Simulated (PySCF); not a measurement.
## Shifts of the heteroatoms

Cartesian coordinates in Å; atom numbers follow the order of the lines, from 1:
```xyz
20

C     3.907    0.018   -0.479
C     2.531   -0.395   -0.643
N     1.437   -0.724   -0.779
B    -0.047   -1.119   -0.921
C    -0.877   -0.369    0.245
C    -1.030    1.173    0.242
C    -2.499    1.001    0.668
C    -2.421   -0.460    0.189
H     4.568   -0.632   -1.070
H     4.195   -0.049    0.580
H     4.031    1.057   -0.818
H    -0.358   -0.744   -2.050
H    -0.056   -2.345   -0.837
H    -0.540   -0.693    1.247
H    -0.373    1.767    0.900
H    -0.950    1.580   -0.780
H    -2.613    1.063    1.762
H    -3.254    1.659    0.207
H    -2.914   -1.233    0.800
H    -2.776   -0.568   -0.849
```

Relativity neglected, fast rotation and ring inversion assumed for equivalent nuclei, no solvent, one conformer. PBE0-D3(BJ)/def2-SVP structure; shielding tensors at PBE0/pcSseg-1 (GIAO); PySCF 2.14.0 with density-fitted response routines.

Task: Predict the 15N NMR data.

Result: 
```tsv
atoms	environment	σ (ppm)	δ (ppm)
N3	donor nitrogen of a Lewis adduct	25.7	-174.0
```

Shieldings were converted by a linear fit to measured shifts: 15N (scatter 7.2 ppm rms vs CH3NO2, solution or neat liquid). A few per cent of atoms miss by over 2 rms, more outside the fitted compound classes.

On a 400 MHz spectrometer 15N resonates near 40.5 MHz, so 1 ppm is 40.5 Hz.
